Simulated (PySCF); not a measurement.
Predicted microwave data (PBE0-D3(BJ)/def2-SVP geometry optimisation, gas phase in PySCF) for one isomer of C2H11BNPSi:

```
Rotational constants : A = 3590, B = 1202, C = 1103 MHz
Dipole components    : |μa| = 2.19 D, |μb| = 1.11 D, |μc| = 0.09 D
Inertial defect      : -103.31 u·Å²
κ                    : -0.92
```

Question: Which candidate fits, each taken in the one conformer that was computed?
A. `[CH3:1][N:2]([CH3:3])[BH:4][PH:5][SiH3:6]` with N2–B4–P5–Si6 -79°
B. `[BH2:1][PH:2][SiH2:3][N:4]([CH3:5])[CH3:6]` with H–B1–P2–Si3 -45° and 141°, B1–P2–Si3–N4 174°, P2–Si3–N4–C5 141°

Answer: A. It is CN(C)BP[SiH3], a near-prolate asymmetric top, point group C1. The candidates at the same level (rigid rotor, commonest isotopes):

| SMILES | A (MHz) | B (MHz) | C (MHz) | μa (D) | μb (D) | μc (D) | Δ (u·Å²) | point group | rotor |
| --- | --- | --- | --- | --- | --- | --- | --- | --- | --- |
| CN(C)BP[SiH3] | 3590 | 1202 | 1103 | 2.19 | 1.11 | 0.09 | -103.31 | C1 | near-prolate asymmetric top |
| BP[SiH2]N(C)C | 5112 | 1105 | 1000 | 2.08 | 0.04 | 0.56 | -50.97 | C1 | near-prolate asymmetric top |

`BP[SiH2]N(C)C` has A 42 % too high. No structure here is proved a minimum.
